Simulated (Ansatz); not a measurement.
## Which is lower?

The two ends of one reaction step of ZnH$_{3}$ClO$_{2}$, singlet (PBE0-D4/def2-TZVP).

A:

```xyz
7
angstrom
Zn -0.2393 -0.7454 -0.3884
H -1.7741 -0.0713 1.5324
Cl -1.2076 -2.5355 -0.8480
H -1.3502 0.5463 1.4696
O 0.6294 0.7908 -0.0162
O 1.5612 0.9261 -1.1153
H 2.3806 1.0891 -0.6342
```

B:

```tsv
atom	x (Å)	y (Å)	z (Å)
Zn1	-1.0867	-0.8552	0.3632
H2	-2.1126	-0.5775	1.4679
Cl3	-0.1221	-1.7197	-1.3650
H4	0.1352	1.6650	0.4484
O5	0.4714	0.7630	0.5315
O6	1.5072	0.7394	-0.4469
H7	1.2076	-0.0151	-0.9991
```

Ansatz 0.2.0; basis: def2-TZVPP; cores frozen in the correlated methods. The 3s and 3p shells of Cu and Zn are frozen; filled d shells are correlated. B3LYP uses VWN-RPA correlation.

Which structure is lower at CCSD(T), and by how much? (An estimate is asked for; the value comes from the calculation.)

Computed: B, by 9.97 kcal/mol (electronic energy, against the other). By their contacts, A is a complex of ZnHClO₂ ([OH][O][Zn][Cl]) + H₂ and B is ZnH₃ClO₂ ([OH][OH][ZnH][Cl]).

All methods give the same order:

```tsv
method	E(B) − E(A) (kcal/mol)
SPW92	-16.38
PBE-D4	-10.56
BLYP-D4	-8.41
r2SCAN-D4	-10.62
B97M-V	-12.35
PBE0-D4	-12.56
B3LYP-D4	-10.52
r2SCAN0-D4	-12.37
BHLYP-D4	-12.24
CAM-B3LYP-D4	-11.76
wB97X-V	-10.98
wB97M-V	-12.17
B2PLYP	-9.17
PBE-QIDH	-11.57
RPA on PBE	-8.95
HF	-10.81
MP2	-8.95
CCSD	-10.33
CCSD(T)	-9.97
```

The T1 diagnostic stays at or below 0.017.

Labels in which every atom is bracketed show which atoms are joined, not bond orders.

For scale, one of the runs: CCSD(T)/def2-TZVPP, 210 basis functions, launched by `ansatz run in.yaml --threads 4 --pin off --events-out ev --progress --plain --max-ram 9574MiB`. Time: 110 s of wall clock on 4 CPU threads of an Arm Neoverse V1; the host was shared. Peak host memory: 2.9 GiB.
